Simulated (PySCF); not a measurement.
CH5MoNS2, SMILES [CH3][Mo](=[NH])(=[S])[SH], multiplicity 1.

The structure is a stationary point at B3LYP-D3(BJ)/def2-SVP. The spin state was assumed, not searched. The structure was generated by enumeration; whether it is a known compound was not checked. The def2 effective core potentials stand for the cores of Mo; spin–orbit coupling is left out. One conformer was computed; it need not be the lowest.

Computed with TDDFT-LC-ωPBE/def2-SVPD run with PySCF 2.14.0.

Vertical excitations. 

Computed UV-visible absorptions:
| state | energy (eV) | λ (nm) | f | main pairs |
|---|---|---|---|---|
| S1 | 3.20 | 388 | 0.001 | HOMO→LUMO 53 %, HOMO→LUMO+1 32 % |
| S2 | 3.52 | 352 | 0.006 | HOMO−1→LUMO 72 %, HOMO−1→LUMO+1 13 % |
| S3 | 3.55 | 349 | 0.006 | HOMO−1→LUMO+1 30 %, HOMO→LUMO 28 %, HOMO→LUMO+1 25 %, HOMO−1→LUMO 8 % |
| S4 | 4.07 | 305 | 0.012 | HOMO−2→LUMO 37 %, HOMO−1→LUMO+1 16 %, HOMO→LUMO+1 13 %, HOMO−1→LUMO 11 % |
| S5 | 4.32 | 287 | 0.005 | HOMO−2→LUMO+1 43 %, HOMO−3→LUMO+1 23 %, HOMO−4→LUMO 7 % |
| S6 | 4.43 | 280 | 0.029 | HOMO−2→LUMO 18 %, HOMO−3→LUMO 18 %, HOMO−1→LUMO+1 13 %, HOMO−4→LUMO 12 % |
| S7 | 4.60 | 269 | 0.028 | HOMO−3→LUMO 18 %, HOMO−4→LUMO 18 %, HOMO→LUMO+2 15 %, HOMO−5→LUMO 12 % |
| S8 | 4.83 | 257 | 0.003 | HOMO−3→LUMO 22 %, HOMO−4→LUMO 16 %, HOMO−5→LUMO 16 %, HOMO−2→LUMO+1 9 % |
| S9 | 4.99 | 249 | 0.017 | HOMO−3→LUMO+1 55 %, HOMO−2→LUMO+1 22 % |
| S10 | 5.01 | 247 | 0.010 | HOMO−6→LUMO 36 %, HOMO−1→LUMO+2 21 %, HOMO−5→LUMO 8 % |
| T1 | 2.77 | 448 | 0 | HOMO−1→LUMO 47 %, HOMO−1→LUMO+1 19 %, HOMO→LUMO 10 % |
| T2 | 2.95 | 420 | 0 | HOMO→LUMO 43 %, HOMO→LUMO+1 35 %, HOMO−2→LUMO+1 7 % |
| T3 | 3.05 | 407 | 0 | HOMO→LUMO+1 50 %, HOMO→LUMO 31 % |
| T4 | 3.31 | 374 | 0 | HOMO−1→LUMO+1 49 %, HOMO−1→LUMO 37 % |
Triplets are in the Tamm–Dancoff approximation, which puts them higher than full response would, so one can lie above its singlet here.
